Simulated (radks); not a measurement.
Q: Spherical quantum dot in the effective-mass picture: electrons in a hard-walled sphere of radius 7.44, with a point charge +2 (a donor) at the centre, all in effective atomic units (hartree* = m*/eps^2 hartree, bohr* = eps/m* bohr), one dielectric constant everywhere. Method: non-relativistic Kohn-Sham, LDA (Slater exchange, Perdew-Wang correlation), spin-polarised, spherical densities; computed with a radial shooting solver with Libxc functionals. Levels are named by radial order and angular momentum (1s, 1p, 1d, 2s, ...), and open shells are averaged over m. Results are scaled to m* = 0.044 and eps = 12.7, for which hartree* = 7.423 meV and bohr* = 15.27 nm. At N = 3 the configuration is 1s2 2s(up 1, down 0). Does electron 4 go into 2s down or 1p up or 1p down?

A: Into 2s down. The total energies of the other choices lie higher by 0.138 meV (1p up), 0.293 meV (1p down).
